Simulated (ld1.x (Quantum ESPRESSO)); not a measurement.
The numbers below are computed, except where a source is named.
**Pseudopotentials across the periodic table**

Generated with ld1.x 7.5 (TM, RRKJ, ultrasoft, PAW), atompaw 4.2 or ONCVPSP 4.0.1. The cutoff is in Ry: for ld1.x and atompaw files where the sum of valence levels is converged to 10 mRy in a Bessel basis, for ONCV files where the hardest occupied wave has 1 mHa per electron of residual kinetic energy. The error is the largest all-electron minus pseudo excitation energy over each file’s own four to seven test configurations (ionisations up to +4, promotions, holes and added fractions of an electron), all of which were solved. The labels leave out finer settings (local radius, basis sizes, second energies), which also bear on the numbers. Spin-polarised tests are not counted. The rows are a selection from randomly drawn settings: files with unsolved tests, undetermined cutoffs or missed reference levels are left out.

A true bound ghost makes a file unfit for plane-wave use even where its test errors are small: the radial tests pick states by their node count and pass the ghost by.

| element | potential | cutoff (Ry) | largest error (meV) | bound ghosts |
| --- | --- | --- | --- | --- |
| Si | TM, PBE, scalar-relativistic, rc 1.85/1.95 (sp), local p, core correction yes, reference 3s2 3p0 | 15 | +22 | none |
| Si | PAW, BLYP, scalar-relativistic, rc 1.60/2.25/2.35 (spd), local smoothed, core correction yes, reference 3s2 3p1.5 | 12 | -62 | none |
| S | TM semilocal, BLYP, scalar-relativistic, rc 0.95/1.50/1.60 (spd), local s, core correction no, reference 3s2 3p2 | 100 | +336 | none |
| Co | PAW, PBE, scalar-relativistic, rc 1.20/1.80/1.35 (spd), local smoothed, core correction yes, reference 3s2 3p6 3d7 4s2 4p0 | 60 | -17 | none |
| Mo | TM, LDA (PZ), fully relativistic, rc 2.25/4.05/1.40 (spd), local smoothed, core correction no, reference 4d5 5s1 5p0 | 45 | +34 | s, p3/2, p1/2 |
| Ta | TM, PBEsol, scalar-relativistic, rc 2.20/2.80/2.10/2.55 (spdf), local p, core correction no, reference 5d2 6s0 6p0 | 30 | +587 | none |
| Os | PAW, PBEsol, scalar-relativistic, rc 1.70/2.00/2.44 (spd), local smoothed, core correction yes, reference 5s2 5p6 5d7 6s1 6p0 | 30 | -14 | none |

Q: Fill in the row for Ar: TM, PBE, non-relativistic, rc 0.95/1.25 (sp), local p, core correction no, reference 3s2 3p6.

A: cutoff 110 Ry, largest error +238 meV, bound ghosts: none.

Q: Fill in the row for He: ultrasoft, LDA (PZ), scalar-relativistic, rc 0.75/0.85 (sp), local smoothed, core correction no, reference 1s2.

A: cutoff 60 Ry, largest error +10 meV, bound ghosts: none.
